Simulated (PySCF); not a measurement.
C4H5F, SMILES C#C[C@H](C)F. The structure is a stationary point at PBE0-D3(BJ)/def2-SVP. The structure was generated by enumeration; whether it is a known compound was not checked.

Computed equilibrium geometry at PBE0-D3(BJ)/def2-SVP (PySCF confirms it by a frequency run) as Cartesian coordinates in Å:
```xyz
10

C      2.0728    -0.7214    -0.2807
C      0.9939    -0.2558     0.0078
C     -0.3159     0.2868     0.3749
C     -1.4178    -0.7500     0.2957
F     -0.6335     1.3446    -0.4523
H      3.0321    -1.1299    -0.5407
H     -0.2484     0.6887     1.4026
H     -1.4918    -1.1414    -0.7286
H     -1.2112    -1.5860     0.9786
H     -2.3770    -0.2903     0.5729
```
Charge 0, spin multiplicity 1.
